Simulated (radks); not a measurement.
All-electron atom: Ne+ in [He] 2s2 2p(up 2.5, down 2.5) (fractional occupations, a model configuration). All-electron calculation, scalar-relativistic Kohn-Sham, BLYP, spin-polarised, spherical densities, finite nucleus; Fermi nuclear charge, rms radius 3.0055 fm. Program: a radial shooting solver on a logarithmic mesh with Libxc functionals.

Normalised radial functions P(r) = r R(r), r in bohr:

r,2p
0.006176,0.0012
0.007604,0.0018
0.009362,0.0026
0.01143,0.0039
0.01408,0.0058
0.01733,0.0086
0.02134,0.0128
0.02628,0.0189
0.03235,0.0278
0.03951,0.0401
0.04865,0.0581
0.0599,0.0834
0.07375,0.1183
0.0908,0.1656
0.1118,0.2280
0.1365,0.3045
0.1681,0.4021
0.207,0.5169
0.2548,0.6437
0.3138,0.7728
0.3863,0.8898
0.4756,0.9764
0.5809,1.0134
0.7153,0.9913
0.8806,0.9062
1.084,0.7691
1.335,0.6008
1.644,0.4269
2.007,0.2771
2.472,0.1554
3.043,0.0739

2p: eigenvalue -32.296 eV, 0 radial nodes, <r> = 0.884 bohr, 90 % of the charge inside 1.52 bohr.
